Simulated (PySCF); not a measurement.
C3H7NOSi, SMILES O[SiH2][C@H](C#N)C. Coordinates come from a PBE-D3(BJ)/def2-SVP optimisation. The structure was generated by enumeration; whether it is a known compound was not checked. Other conformers were not sampled.

Problem. Give the equilibrium geometry at PBE-D3(BJ)/def2-SVP (PySCF confirms it by a frequency run) as bond lengths and angles. (An estimate is asked for; the answer gives what the named calculation found.)

Solution. Several could match; the one computed here: 
Atoms: C1 C2 C3 N4 Si5 O6 H7 H8 H9 H10 H11 H12 H13. Bond lengths (Å): C1–C2 1.543, C1–H7 1.108, C1–H8 1.108, C1–H9 1.108, C2–C3 1.457, C2–Si5 1.932, C2–H10 1.113, C3–N4 1.175, Si5–O6 1.676, Si5–H11 1.498, Si5–H12 1.504, O6–H13 0.976. Angles (°): C2–C1–H7 110.7, C2–C1–H8 111.5, C2–C1–H9 110.1, H7–C1–H8 108.1, H7–C1–H9 108.0, H8–C1–H9 108.3, C1–C2–C3 112.8, C1–C2–Si5 112.0, C1–C2–H10 111.0, C3–C2–Si5 104.0, C3–C2–H10 108.7, Si5–C2–H10 108.0, C2–C3–N4 174.2, C2–Si5–O6 108.6, C2–Si5–H11 109.1, C2–Si5–H12 107.7, O6–Si5–H11 106.5, O6–Si5–H12 113.4, H11–Si5–H12 111.5, Si5–O6–H13 113.9.
Charge 0, spin multiplicity 1.
